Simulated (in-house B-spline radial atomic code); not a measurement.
RPA and G0W0 on r2SCAN0: Sn2+

Configuration [Kr] 4d10 5s2, mean-field start r2SCAN0. Computed with a B-spline radial code for spherical atoms: all electrons, non-relativistic, point nucleus, each spin shell either full or empty, empty states to l = 9 with an (l + 1/2)⁻⁴ tail; G0W0 by contour deformation at full frequency.

Without relativity these are model numbers: it shifts the levels of so heavy an element strongly and can reorder them.

Command:
```bash
python run_gw.py task.json out
```
Settings (radii: box in bohr, nucleus in fm):
```
Z                        50
electrons                48
configuration            [Kr] 4d10 5s2
hamiltonian              nr
method                   r2scan0
lmax                     9
spin_polarised           False
box_radius               17.55
intervals                54
ion_configuration        [Kr] 4d10 5s1
```

Run time, properties included: 10 s on 1 thread of Arm Neoverse N1, on a shared host.

Energies (hartree):

```csv
term,value
mean-field total,-6024.65311
Hartree-Fock functional on these orbitals,-6022.16606
direct second order,-4.1296
second-order exchange,1.1353
SOSEX correction,1.0518
```

(1) What is the RPA correlation energy, and what remains with SOSEX?

Quasi-particle levels (eV):

```json
{"level": "5s", "occupied": "yes", "mean field": "-26.095", "Σx - vxc": "-1.51", "Σc": "?", "QP weight": "?", "G0W0": "?"}
{"level": "4d", "occupied": "yes", "mean field": "-47.89", "Σx - vxc": "-6.36", "Σc": "1.06", "QP weight": "0.904", "G0W0": "-53.19"}
{"level": "5p", "occupied": "no", "mean field": "-16.605", "Σx - vxc": "3.53", "Σc": "-1.35", "QP weight": "0.951", "G0W0": "-14.425"}
```

G0W0 = mean field + (Σx - vxc) + Σc, with Σc (partial-wave tail included) taken at the quasi-particle energy. Only the outer levels were computed. Levels of low weight are left out.

(2) Where does G0W0 put 5s?

(3) What does it cost to remove one electron (to [Kr] 4d10 5s1) by differences of total energies, each species on its own start (correlation terms add to the Hartree-Fock functional)?

Results:

(1) RPA gives -3.6184 hartree (-2.05 eV per electron); RPA + SOSEX gives -2.5667, and the second-order doubles -2.9943 hartree (no singles). RPA lacks exchange-type terms and so overcorrelates at short range.

(2) At -29.635 eV, with Σc = -2.03 eV and a quasi-particle weight of 0.950. The tabulated removal energy is 30.506 ± 0.003 eV (NIST, measured); the calculation leaves out relativity, Breit and QED terms, and what these don't explain is the method's own error.

(3) r2SCAN0 28.945 eV, Hartree-Fock functional 27.376 eV, + RPA 29.574 eV, + RPA + SOSEX 29.077 eV, + second order 30.31 eV. Tabulated: 30.506 ± 0.003 eV (NIST, measured); the calculation leaves out relativity, Breit and QED terms, and what these don't explain is the method's own error.
